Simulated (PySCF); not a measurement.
**Exact mass, isotope pattern and composition**

Species: `CCCCS(=O)(=O)[O-]`.

Calculated for natural abundance.

**Question.** What are the average molar mass and the monoisotopic mass?

**Answer.** For [C4H9O3S]-, with standard atomic weights, 4 × 12.011 + 1 × 32.060 + 3 × 15.999 + 9 × 1.008 = 137.173 g/mol. From the most abundant isotopes (12C, 32S, 16O, 1H), 4 × 12.000000 + 1 × 31.972071 + 3 × 15.994915 + 9 × 1.007825 = 137.0272 u for neutral atoms; the ion's mass is 137.0278 u once 1 electron mass (0.000549 u) is added.

**Question.** Work out the cluster of the ion itself, one line a nominal mass.

**Answer.** 
```csv
nominal mass,m/z (centroid),relative intensity
137,137.0278,100.0
138,138.0306,5.3
139,139.0248,5.3
140,140.0281,0.2
```

Lines under 0.1 % of the tallest are left out.

**Question.** Resolve the fine structure: one atom at a time replaced by a minor isotope.

**Answer.** Intensity in % of the monoisotopic species:

| isotope | mass shift (u) | m/z | intensity (%) |
| --- | --- | --- | --- |
| 33S | +0.99939 | 138.0272 | 0.80 |
| 13C | +1.00335 | 138.0311 | 4.33 |
| 17O | +1.00422 | 138.0320 | 0.11 |
| 2H | +1.00628 | 138.0341 | 0.10 |
| 34S | +1.99580 | 139.0236 | 4.52 |
| 18O | +2.00425 | 139.0320 | 0.62 |
| 36S | +3.99501 | 141.0228 | 0.02 |

Species under 0.02 % are left out.

**Question.** What share of all these ions is the monoisotopic species?

**Answer.** 0.9893^4 × 0.9493 × 0.99757^3 × 0.999885^9 = 90.18 %.

**Question.** Count the protons, neutrons and electrons of the monoisotopic species, and give its exact less its nominal mass.

**Answer.** 73 protons, 64 neutrons and 74 electrons; 137.0272 − 137 = +0.0272 u, electron masses as for neutral atoms.
